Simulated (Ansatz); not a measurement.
Geometry optimisation, RKS PBE0-D4/def2-SVP (Ansatz).

Input:

```yaml
crystal:
  periodic: [false, false, false]
  atoms:
    - { symbol: B, position_ang: [0.0, 0.0, 0.0] }
    - { symbol: Cl, position_ang: [0.0, 0.0, 2.21] }
    - { symbol: F, position_ang: [1.1431, 0.0, -0.66] }
    - { symbol: H, position_ang: [-1.0305, 0.0, -0.595] }
    - { symbol: Br, position_ang: [0.1049, 2.2181, 0.7379] }
    - { symbol: H, position_ang: [0.0612, 1.2949, 1.8904] }
basis:
  gaussian: { orbitals: def2-SVP }
hamiltonian:
  xc: pbe0
  dispersion: d4
relax:
  f_tol: 0.15
  max_steps: 25
  restrain:
    - { distance: [0, 4], at: 3.24, k: 30.0 }
    - { distance: [5, 1], at: 2.57, k: 30.0 }
    - { distance: [0, 1], at: 1.86, k: 30.0 }
    - { distance: [5, 4], at: 1.55, k: 30.0 }
```

Launched with:

```bash
$ ansatz run input.yaml --threads 2 --pin off --max-ram 3072MiB --backend cpu --events-out ev --progress --plain --runs-dir out
```

Q: Where does it end, and by what steps?

A: The forces met the threshold. The restraints hold the end off the free minimum. After 9 steps the energy has fallen by 2.627 eV (the restraints' own energy left out); Cl2 moved furthest, 0.77 Å. Parted: B1–Br5 (2.34 → 3.24 Å), Cl2–H6 (1.34 → 2.57 Å).

```
step  energy less start (eV)  largest force component (eV/Å)  accepted
   0                  0.0000                           6.918       yes
   1                 -1.1324                           2.281       yes
   2                 -1.6570                           2.759       yes
   3                 -2.0935                           2.598       yes
   4                 -2.5656                           1.325       yes
   5                 -2.5865                           1.268       yes
   6                 -2.6247                           1.136       yes
   7                 -2.6351                           1.099       yes
   8                 -2.6262                           1.151       yes
   9                 -2.6271                           1.156       yes
```

```xyz
6
Properties=species:S:1:pos:R:3
B 0.004 -0.260 0.058
Cl 0.003 -0.673 1.835
F 1.153 -0.262 -0.557
H -1.033 -0.074 -0.514
Br 0.050 2.889 0.821
H 0.102 1.894 1.940
```

Run time: 45 s on 2 threads of Intel(R) Xeon(R) Platinum 8259CL CPU @ 2.50GHz (Skylake/Cascade Lake) (shared host), peak memory 0.21 GiB.
